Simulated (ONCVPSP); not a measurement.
**Configuration tests for calcium (Ca) (ONCV)**

| Property | Result |
| --- | --- |
| Element | calcium |
| Generator | ONCVPSP 4.0.1 |
| Type | optimised norm-conserving Vanderbilt (ONCV) |
| Functional | PBEsol |
| Relativity | fully relativistic |
| Frozen core | [Ar] |
| Valence charge | 2 |
| Reference configuration | 3d1 4s1 |
| Partial waves | 4s: rc 3.00 bohr, ncon 3, nbas 7, qcut 2.6 1/bohr, 2 projectors, debl 0.3 Ha; p scattering state at 0.12 Ha: rc 2.70 bohr, ncon 4, nbas 8, qcut 2.9 1/bohr, 3 projectors, debl 2.8 Ha; 3d: rc 1.75 bohr, ncon 3, nbas 6, qcut 5.2 1/bohr, 2 projectors, debl 1.7 Ha |
| Local potential | polynomial inside 1.35 bohr (lpopt 5, dvloc0 0 Ha) |
| Core correction | Teter function, fcfact 3.75, rcfact 1.1 |

Open shells are filled in proportion to 2j + 1.

Energies are relative to the spin-unpolarised reference configuration 3d1 4s1; without spin polarisation the order of configurations can differ from experiment.

```
valence configuration  charge  ΔE all-electron (eV)  error AE − PS (meV)
              3d0 4s2       0                -2.275                  +98
              3d0 4s1      +1                 4.030                 +107
          3d0.5 4s1.5       0                -1.227                  +12
```

Task: What are ΔE and the potential's error for 3d0 4s1.5?

Result: ΔE = 0.228 eV all-electron; the error (AE − PS) is +104 meV.

Note: ghosts flagged at negative energy: s at -49.6 eV; GHOST(+) flagged for p3/2 at 149.6 eV, p1/2 at 149.7 eV, p1/2 at 566.7 eV, p3/2 at 571.1 eV. A true bound ghost makes a file unfit for plane-wave use.
